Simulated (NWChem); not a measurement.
Program: NWChem. System: ITl, charge 0, spin multiplicity 1, at a geometry optimised with PBE/def2-SVP with def2 effective core potentials on I, Tl. The structure started from a generated list of species. Level: BP86/def2-TZVP with def2 effective core potentials on I, Tl.

The NWChem input:

```
start mol
memory heap 200 mb stack 900 mb global 1100 mb
geometry units angstroms nocenter noautoz
  Tl     0.000000     0.000000    -1.140914
  I      0.000000     0.000000     1.743661
  symmetry group C2v
end
basis spherical
  * library def2-tzvp
end
ecp
  I library def2-ecp
  Tl library def2-ecp
end
dft
  xc becke88 perdew86
  semidirect memsize 60000000 filesize 0
  iterations 100
end
task dft energy
```

NWChem printed:

```
             Northwest Computational Chemistry Package (NWChem) 7.3.0
             --------------------------------------------------------

                                NWChem Input Module
                                -------------------

 Scaling coordinates for geometry "geometry" by  1.889725989
 (inverse scale =  0.529177249)

 Turning off AUTOSYM since
 SYMMETRY directive was detected!

                             Geometry "geometry" -> ""
                             -------------------------

 Output coordinates in angstroms (scale by  1.889725989 to convert to a.u.)

  No.       Tag          Charge          X              Y              Z
 ---- ---------------- ---------- -------------- -------------- --------------
    1 Tl                  81.0000     0.00000000     0.00000000    -1.14091400
    2 I                   53.0000     0.00000000     0.00000000     1.74366100

 Effective nuclear repulsion energy (a.u.)     787.5537748042

            Nuclear Dipole moment (a.u.)
            ----------------------------
        X                 Y               Z
 ---------------- ---------------- ----------------
     0.0000000000     0.0000000000    -0.0000018897

      Symmetry information
      --------------------

 Group name             C2v
 Group number             16
 Group order               4
 No. of unique centers     2

      Symmetry unique atoms

     1    2


 Summary of "ao basis" -> "" (spherical)
 ------------------------------------------------------------------------------
       Tag                 Description            Shells   Functions and Types
 ---------------- ------------------------------  ------  ---------------------
 *                         def2-tzvp                  on all atoms

 Summary of "ao basis" -> "ao basis" (spherical)
 ------------------------------------------------------------------------------
       Tag                 Description            Shells   Functions and Types
 ---------------- ------------------------------  ------  ---------------------
 Tl                        def2-tzvp                16       50   6s5p3d2f
 I                         def2-tzvp                16       50   6s5p3d2f

 Summary of "ao basis" -> "ao basis" (spherical)
 ------------------------------------------------------------------------------
       Tag                 Description            Shells   Functions and Types
 ---------------- ------------------------------  ------  ---------------------
 Tl                        def2-tzvp                16       50   6s5p3d2f
 I                         def2-tzvp                16       50   6s5p3d2f

      Symmetry analysis of basis
      --------------------------

        a1         42
        a2         10
        b1         24
        b2         24

            General Information
            -------------------
          SCF calculation type: DFT
          Wavefunction type:  closed shell.
          No. of atoms     :     2
          No. of electrons :    46
           Alpha electrons :    23
            Beta electrons :    23
          Charge           :     0
          Spin multiplicity:     1
          Use of symmetry is: on ; symmetry adaption is: on
          Maximum number of iterations: 100
          AO basis - number of functions:   100
                     number of shells:    32
          Convergence on energy requested:  1.00D-06
          Convergence on density requested:  1.00D-05
          Convergence on gradient requested:  5.00D-04

              XC Information
              --------------
                    Becke 1988 Exchange Functional  1.000
                Perdew 1981 Correlation Functional  1.000 local
                Perdew 1986 Correlation Functional  1.000 non-local

             Grid Information
             ----------------
          Grid used for XC integration:  medium
          Radial quadrature: Mura-Knowles
          Angular quadrature: Lebedev.
          Tag              B.-S. Rad. Rad. Pts. Rad. Cut. Ang. Pts.
          ---              ---------- --------- --------- ---------
          Tl                  1.90      123          11.0       590
          I                   1.40      123          12.0       590
          Grid pruning is: on
          Number of quadrature shells:   246
          Spatial weights used:  Erf1

          Convergence Information
          -----------------------
          Convergence aids based upon iterative change in
          total energy or number of iterations.
          Levelshifting, if invoked, occurs when the
          HOMO/LUMO gap drops below (HL_TOL):  1.00D-02
          DIIS, if invoked, will attempt to extrapolate
          using up to (NFOCK): 10 stored Fock matrices.

                    Damping( 0%)  Levelshifting(0.5)       DIIS
                  --------------- ------------------- ---------------
          dE  on:    start            ASAP                start
          dE off:    2 iters        100 iters           100 iters

      Screening Tolerance Information
      -------------------------------
          Density screening/tol_rho:  1.00D-10
          AO Gaussian exp screening on grid/accAOfunc:  14
          CD Gaussian exp screening on grid/accCDfunc:  20
          XC Gaussian exp screening on grid/accXCfunc:  20
          Schwarz screening/accCoul:  1.00D-08

      Superposition of Atomic Density Guess
      -------------------------------------

 Sum of atomic energies:        -542.39873218

      Non-variational initial energy
      ------------------------------

 Total energy =    -468.137634
 1-e energy   =   -1011.311049
 2-e energy   =     446.861808
 HOMO         =      -0.290667
 LUMO         =      -0.001344

      Symmetry analysis of molecular orbitals - initial
      -------------------------------------------------

 !! scf_movecs_sym_adapt:   68 vectors were symmetry contaminated

  Symmetry fudging

 !! scf_movecs_sym_adapt:   60 vectors were symmetry contaminated

  Numbering of irreducible representations:

     1 a1          2 a2          3 b1          4 b2

  Orbital symmetries:

     1 a1          2 a1          3 a1          4 b1          5 b2
     6 a1          7 b2          8 b1          9 a1         10 b1
    11 b2         12 a1         13 a2         14 a1         15 b2
    16 b1         17 a2         18 a1         19 a1         20 a1
    21 b1         22 b2         23 a1         24 b2         25 b1
    26 a1         27 b2         28 b1         29 a1         30 a1
    31 a1         32 a2         33 b2

------------------------------------------------------------
EAF file 0: "./mol.aoints.0" size=524288 bytes
------------------------------------------------------------
               write      read    awrite     aread      wait
               -----      ----    ------     -----      ----
     calls:        1         0         0         0         0
   data(b): 5.24e+05  0.00e+00  0.00e+00  0.00e+00
   time(s): 0.00e+00  0.00e+00  0.00e+00  0.00e+00  0.00e+00
rate(mb/s): 0.00e+00  0.00e+00
------------------------------------------------------------

 !! scf_movecs_sym_adapt:   46 vectors were symmetry contaminated

  Symmetry fudging

 !! scf_movecs_sym_adapt:   44 vectors were symmetry contaminated

   convergence    iter        energy       DeltaE   RMS-Dens  Diis-err    time
 ---------------- ----- ----------------- --------- --------- ---------  ------
 d= 0,ls=0.0,diis     1   -470.5411452387 -5.67D+02  2.51D-02  4.39D-01     3.2

 !! scf_movecs_sym_adapt:   48 vectors were symmetry contaminated

  Symmetry fudging

 !! scf_movecs_sym_adapt:   46 vectors were symmetry contaminated

 d= 0,ls=0.0,diis     2   -469.7701030571  7.71D-01  1.86D-02  4.06D+00     3.3

 !! scf_movecs_sym_adapt:   46 vectors were symmetry contaminated

  Symmetry fudging

 !! scf_movecs_sym_adapt:   46 vectors were symmetry contaminated

 d= 0,ls=0.0,diis     3   -470.5926566464 -8.23D-01  2.88D-03  2.67D-02     3.5

 !! scf_movecs_sym_adapt:   48 vectors were symmetry contaminated

  Symmetry fudging

 !! scf_movecs_sym_adapt:   46 vectors were symmetry contaminated

 d= 0,ls=0.0,diis     4   -470.5965888180 -3.93D-03  8.30D-04  1.42D-02     3.6

 !! scf_movecs_sym_adapt:   46 vectors were symmetry contaminated

  Symmetry fudging

 !! scf_movecs_sym_adapt:   44 vectors were symmetry contaminated

 d= 0,ls=0.0,diis     5   -470.5976857721 -1.10D-03  2.94D-04  1.78D-03     3.7

 !! scf_movecs_sym_adapt:   46 vectors were symmetry contaminated

  Symmetry fudging

 !! scf_movecs_sym_adapt:   46 vectors were symmetry contaminated

  Resetting Diis
 d= 0,ls=0.0,diis     6   -470.5979025778 -2.17D-04  1.25D-04  8.23D-05     3.9

 !! scf_movecs_sym_adapt:   48 vectors were symmetry contaminated

  Symmetry fudging

 !! scf_movecs_sym_adapt:   48 vectors were symmetry contaminated

 d= 0,ls=0.0,diis     7   -470.5979215441 -1.90D-05  3.40D-05  3.62D-06     4.0

 !! scf_movecs_sym_adapt:   48 vectors were symmetry contaminated

  Symmetry fudging

 !! scf_movecs_sym_adapt:   48 vectors were symmetry contaminated

 d= 0,ls=0.0,diis     8   -470.5979215233  2.08D-08  1.60D-05  4.30D-06     4.2

 !! scf_movecs_sym_adapt:   48 vectors were symmetry contaminated

  Symmetry fudging

 !! scf_movecs_sym_adapt:   48 vectors were symmetry contaminated

 d= 0,ls=0.0,diis     9   -470.5979218380 -3.15D-07  5.84D-06  1.45D-07     4.3

         Total DFT energy =     -470.597921838009
      One electron energy =    -1012.705288786774
           Coulomb energy =      483.256961520101
    Exchange-Corr. energy =      -37.461202251788
 Nuclear repulsion energy =       96.311607680453

 Numeric. integr. density =       45.999999352268

     Total iterative time =      3.0s

                  Occupations of the irreducible representations
                  ----------------------------------------------

                     irrep           alpha         beta
                     --------     --------     --------
                     a1               11.0         11.0
                     a2                2.0          2.0
                     b1                5.0          5.0
                     b2                5.0          5.0

                       DFT Final Molecular Orbital Analysis
                       ------------------------------------

 Vector   21  Occ=2.000000D+00  E=-2.243659D-01  Symmetry=a1
              MO Center= -1.4D-15, -2.0D-15,  7.9D-01, r^2= 4.7D+00
   Bfn.  Coefficient  Atom+Function         Bfn.  Coefficient  Atom+Function
  ----- ------------  ---------------      ----- ------------  ---------------
    68      0.464671  2 I  pz                62     -0.399325  2 I  pz
    65      0.320243  2 I  pz                 6      0.270217  1 Tl s
     5      0.250230  1 Tl s                 71      0.247275  2 I  pz
     3     -0.201382  1 Tl s                 12      0.195476  1 Tl pz
    18     -0.182809  1 Tl pz                15     -0.173836  1 Tl pz

 Vector   22  Occ=2.000000D+00  E=-2.188160D-01  Symmetry=b1
              MO Center=  4.4D-16,  1.6D-18,  1.6D+00, r^2= 2.4D+00
   Bfn.  Coefficient  Atom+Function         Bfn.  Coefficient  Atom+Function
  ----- ------------  ---------------      ----- ------------  ---------------
    66      0.509999  2 I  px                60     -0.439425  2 I  px
    63      0.352532  2 I  px                69      0.290389  2 I  px
    16      0.091687  1 Tl px                10     -0.078648  1 Tl px
    13      0.069271  1 Tl px                25      0.058490  1 Tl d  1
    57     -0.055957  2 I  px

 Vector   23  Occ=2.000000D+00  E=-2.188160D-01  Symmetry=b2
              MO Center= -2.4D-19,  1.0D-15,  1.6D+00, r^2= 2.4D+00
   Bfn.  Coefficient  Atom+Function         Bfn.  Coefficient  Atom+Function
  ----- ------------  ---------------      ----- ------------  ---------------
    67      0.509999  2 I  py                61     -0.439425  2 I  py
    64      0.352532  2 I  py                70      0.290389  2 I  py
    17      0.091687  1 Tl py                11     -0.078648  1 Tl py
    14      0.069271  1 Tl py                23     -0.058490  1 Tl d -1
    58     -0.055957  2 I  py

 Vector   24  Occ=0.000000D+00  E=-9.991963D-02  Symmetry=b1
              MO Center=  5.1D-15,  3.0D-18, -1.0D+00, r^2= 4.6D+00
   Bfn.  Coefficient  Atom+Function         Bfn.  Coefficient  Atom+Function
  ----- ------------  ---------------      ----- ------------  ---------------
    16      0.589269  1 Tl px                10     -0.374497  1 Tl px
    13      0.336417  1 Tl px                19      0.262200  1 Tl px
    69     -0.151890  2 I  px                66     -0.138037  2 I  px
    60      0.127882  2 I  px                63     -0.113815  2 I  px
     7      0.073953  1 Tl px                85      0.048881  2 I  d  1

 Vector   25  Occ=0.000000D+00  E=-9.991963D-02  Symmetry=b2
              MO Center= -5.7D-19,  2.4D-15, -1.0D+00, r^2= 4.6D+00
   Bfn.  Coefficient  Atom+Function         Bfn.  Coefficient  Atom+Function
  ----- ------------  ---------------      ----- ------------  ---------------
    17      0.589269  1 Tl py                11     -0.374497  1 Tl py
    14      0.336417  1 Tl py                20      0.262200  1 Tl py
    70     -0.151890  2 I  py                67     -0.138037  2 I  py
    61      0.127882  2 I  py                64     -0.113815  2 I  py
     8      0.073953  1 Tl py                83     -0.048881  2 I  d -1

 Vector   26  Occ=0.000000D+00  E=-4.432952D-02  Symmetry=a1
              MO Center= -1.8D-15, -2.3D-15, -9.3D-01, r^2= 7.8D+00
   Bfn.  Coefficient  Atom+Function         Bfn.  Coefficient  Atom+Function
  ----- ------------  ---------------      ----- ------------  ---------------
    21      0.536430  1 Tl pz                18      0.489299  1 Tl pz
    71      0.335386  2 I  pz                56     -0.319160  2 I  s
     5      0.310125  1 Tl s                 12     -0.296198  1 Tl pz
    15      0.268267  1 Tl pz                55     -0.214475  2 I  s
    68      0.207486  2 I  pz                62     -0.195001  2 I  pz

 center of mass
 --------------
 x =   0.00000000 y =   0.00000000 z =  -0.07167152

 moments of inertia (a.u.)
 ------------------
        2328.894210325554           0.000000000000           0.000000000000
           0.000000000000        2328.894210325554           0.000000000000
           0.000000000000           0.000000000000           0.000000000000

     Multipole analysis of the density
     ---------------------------------

     L   x y z        total         alpha         beta         nuclear
     -   - - -        -----         -----         ----         -------
     0   0 0 0     -0.000000    -23.000000    -23.000000     46.000000

     1   1 0 0     -0.000000     -0.000000     -0.000000      0.000000
     1   0 1 0     -0.000000     -0.000000     -0.000000      0.000000
     1   0 0 1     -1.765229    -19.432477    -19.432477     37.099726

     2   2 0 0    -38.686034    -19.343017    -19.343017      0.000000
     2   1 1 0     -0.000000     -0.000000     -0.000000      0.000000
     2   1 0 1      0.000000      0.000000      0.000000      0.000000
     2   0 2 0    -38.686034    -19.343017    -19.343017      0.000000
     2   0 1 1     -0.000000     -0.000000     -0.000000      0.000000
     2   0 0 2    -41.177185   -205.113024   -205.113024    369.048863

 Task  times  cpu:        4.3s     wall:        4.3s

 Total times  cpu:        4.3s     wall:        4.3s
```
